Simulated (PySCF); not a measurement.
C3H12GeSeSi, SMILES C[Si](C)(C)[Se][GeH3], GFN2-xTB optimised geometry.

```
18

Se    -1.08    -0.24     0.00
Si     1.28    -0.24     0.00
C      1.76    -2.02    -0.49
C      1.86     0.21     1.76
C      1.90     1.04    -1.27
H      2.84    -2.15    -0.44
H      1.30    -2.74     0.18
H      1.43    -2.25    -1.49
H      1.49    -0.51     2.49
H      1.51     1.19     2.05
H      2.95     0.21     1.82
H      1.63     2.05    -0.96
H      1.45     0.87    -2.25
H      2.97     1.00    -1.38
Ge    -1.40     2.04     0.00
H     -2.84     2.31     0.34
H     -0.53     2.74     1.02
H     -1.11     2.66    -1.34
```

Density from PBE0/def2-SVP (PySCF 2.14.0) at that geometry.

Minimum of the electron density along straight lines between bonded atoms, close to the bond critical point (lines longer than 1.1 times the sum of covalent radii, or with two minima, are not listed):

```json
[
 {"bond": "Se1–Si2", "length / Å": "2.355", "ρ at the minimum / e bohr⁻³": "0.078", "∇²ρ there / e bohr⁻⁵": "0.04", "position (fraction from the first atom)": "0.66"},
 {"bond": "Si2–C3", "length / Å": "1.903", "ρ at the minimum / e bohr⁻³": "0.112", "∇²ρ there / e bohr⁻⁵": "0.30", "position (fraction from the first atom)": "0.38"},
 {"bond": "Si2–C4", "length / Å": "1.909", "ρ at the minimum / e bohr⁻³": "0.111", "∇²ρ there / e bohr⁻⁵": "0.30", "position (fraction from the first atom)": "0.38"},
 {"bond": "Si2–C5", "length / Å": "1.909", "ρ at the minimum / e bohr⁻³": "0.111", "∇²ρ there / e bohr⁻⁵": "0.30", "position (fraction from the first atom)": "0.38"},
 {"bond": "C3–H6", "length / Å": "1.085", "ρ at the minimum / e bohr⁻³": "0.272", "∇²ρ there / e bohr⁻⁵": "-0.97", "position (fraction from the first atom)": "0.62"},
 {"bond": "C3–H7", "length / Å": "1.086", "ρ at the minimum / e bohr⁻³": "0.272", "∇²ρ there / e bohr⁻⁵": "-0.98", "position (fraction from the first atom)": "0.63"},
 {"bond": "C3–H8", "length / Å": "1.085", "ρ at the minimum / e bohr⁻³": "0.273", "∇²ρ there / e bohr⁻⁵": "-0.98", "position (fraction from the first atom)": "0.63"},
 {"bond": "C4–H9", "length / Å": "1.086", "ρ at the minimum / e bohr⁻³": "0.272", "∇²ρ there / e bohr⁻⁵": "-0.98", "position (fraction from the first atom)": "0.63"},
 {"bond": "C4–H10", "length / Å": "1.087", "ρ at the minimum / e bohr⁻³": "0.272", "∇²ρ there / e bohr⁻⁵": "-0.97", "position (fraction from the first atom)": "0.63"},
 {"bond": "C4–H11", "length / Å": "1.085", "ρ at the minimum / e bohr⁻³": "0.272", "∇²ρ there / e bohr⁻⁵": "-0.97", "position (fraction from the first atom)": "0.62"},
 {"bond": "C5–H13", "length / Å": "1.086", "ρ at the minimum / e bohr⁻³": "0.272", "∇²ρ there / e bohr⁻⁵": "-0.98", "position (fraction from the first atom)": "0.63"},
 {"bond": "C5–H14", "length / Å": "1.085", "ρ at the minimum / e bohr⁻³": "0.272", "∇²ρ there / e bohr⁻⁵": "-0.97", "position (fraction from the first atom)": "0.62"},
 {"bond": "Se1–Ge15", "length / Å": "2.305", "ρ at the minimum / e bohr⁻³": "0.096", "∇²ρ there / e bohr⁻⁵": "0.00", "position (fraction from the first atom)": "0.56"},
 {"bond": "Ge15–H16", "length / Å": "1.499", "ρ at the minimum / e bohr⁻³": "0.142", "∇²ρ there / e bohr⁻⁵": "0.07", "position (fraction from the first atom)": "0.59"},
 {"bond": "Ge15–H17", "length / Å": "1.507", "ρ at the minimum / e bohr⁻³": "0.139", "∇²ρ there / e bohr⁻⁵": "0.06", "position (fraction from the first atom)": "0.59"},
 {"bond": "Ge15–H18", "length / Å": "1.505", "ρ at the minimum / e bohr⁻³": "0.140", "∇²ρ there / e bohr⁻⁵": "0.06", "position (fraction from the first atom)": "0.59"}
]
```
